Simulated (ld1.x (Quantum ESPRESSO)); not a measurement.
## Building the TM potential for bismuth (Bi) (LDA (PZ), scalar-relativistic).

ld1.x (Quantum ESPRESSO) 7.5 input, shortened:

```
&input
   title='Bi', zed=83., rel=1, dft='PZ', iswitch=3,
   config='[Xe] 4f14 5d10 6s2 6p2'
 /
 &inputp
   pseudotype=2, tm=.true., lloc=1,
   nlcc=.true., rcore=0.85
 /
3
6S  1  0   2.00   0.00  1.55  1.55  0.0
5D  3  2  10.00   0.00  1.30  1.30  0.0
6P  2  1   2.00   0.00  2.45  2.45  0.0
 &test
   configts(1)='5d10 6s2 6p2'
 /
```

What the tests gave:

| Item | Value |
| --- | --- |
| Cutoffs needed | 90 Ry and 140 Ry (the cutoffs (Ry, on a coarse ladder) from which the occupation-weighted sum of valence levels, in a spherical-Bessel basis at the reference potential, stays within 10 and 1 mRy of its value at 400 Ry) |
| Ghost test | no extra level below or beside the all-electron valence levels (s, d, p, f tested) (spherical-Bessel basis up to 400 Ry, 20 bohr box) |
| Largest excitation error | -289 meV (all-electron minus pseudo) for 5d9 6s2 6p4, out of 7 test configurations |

Generation and tests took about 1.6 s on one core of a shared server CPU.
